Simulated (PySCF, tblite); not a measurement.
Isomers of C6H5ClF (doublet state), one GFN2-xTB conformer each. Single-point energies are computed at B3LYP/pcH-1 (PySCF, gas phase, no added dispersion term), electronic only. GFN2-xTB treats the open shell by occupation alone, and not every SCF solution was tested for stability.

| SMILES | GFN2-xTB relative energy (kJ/mol) |
| --- | --- |
| C=[C]/C=C(\F)C(=C)Cl | 0.0 |
| C=C[C]=C(F)C(=C)Cl | 49.7 |

Conformers: `[CH2:1]=[C:2]/[CH:3]=[C:4](\[F:5])[C:6](=[CH2:7])[Cl:8]` (doublet state) with C3–C4–C6–C7 180°; `[CH2:1]=[CH:2][C:3]=[C:4]([F:5])[C:6](=[CH2:7])[Cl:8]` (doublet state) with C3–C4–C6–C7 180°.

Task: What does B3LYP/pcH-1 give for the same structures?

Result: 
```
              SMILES  B3LYP/pcH-1 E (Eh)  B3LYP/pcH-1 (kJ/mol)  GFN2-xTB (kJ/mol)  point group
C=[C]/C=C(\F)C(=C)Cl          -791.59876                   0.0                0.0           Cs
  C=C[C]=C(F)C(=C)Cl          -791.58261                  42.4               49.7           C1
```

Both levels put the same isomer lowest. 

Task: What happens when harmonic zero-point energies from GFN2-xTB frequencies are added?

Result: 
```csv
SMILES,ZPE (kJ/mol),electronic (kJ/mol),with ZPE (kJ/mol)
C=[C]/C=C(\F)C(=C)Cl,221.2,0.0,0.0
C=C[C]=C(F)C(=C)Cl,222.1,42.4,43.3
```

The zero-point energies span 0.9 kJ/mol. The order is unchanged.
